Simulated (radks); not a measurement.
Results of a calculation; reference values are marked as such.
Question: Sc, 21 electrons, occupied as [Ar] 4s2 4d1 (not the ground configuration). Level of theory: scalar-relativistic Kohn-Sham, r2SCAN, spin-polarised, spherical densities, finite nucleus; open shells are filled with parallel spins first; meta-GGA in the generalised Kohn-Sham scheme; Fermi nuclear charge, rms radius 3.5459 fm (a radial shooting solver on a logarithmic mesh with Libxc functionals). Some entries of the table are withheld. Estimate them.

orbital  occ.  eigenvalue (Ry)  r(max) (bohr)
1s down     1        -325.2959        0.04781
1s up       1        -325.2958        0.04781
2s up       1        -36.14395         0.2832
2s down     1        -36.14326         0.2832
2p up       3        -29.63575         0.2325
2p down     3        -29.63521         0.2325
3s up       1              (1)         0.9212
3s down     1              (2)         0.9212
3p up       3         -3.19932         0.9601
3p down     3         -3.19761         0.9602
4s up       1         -0.59566          2.844
4s down     1         -0.59369          2.821
4d up       1         -0.05154            (3)

Answer: 
(1) 3s up eigenvalue (Ry): -4.86799
(2) 3s down eigenvalue (Ry): -4.86612
(3) 4d up r(max) (bohr): 7.776
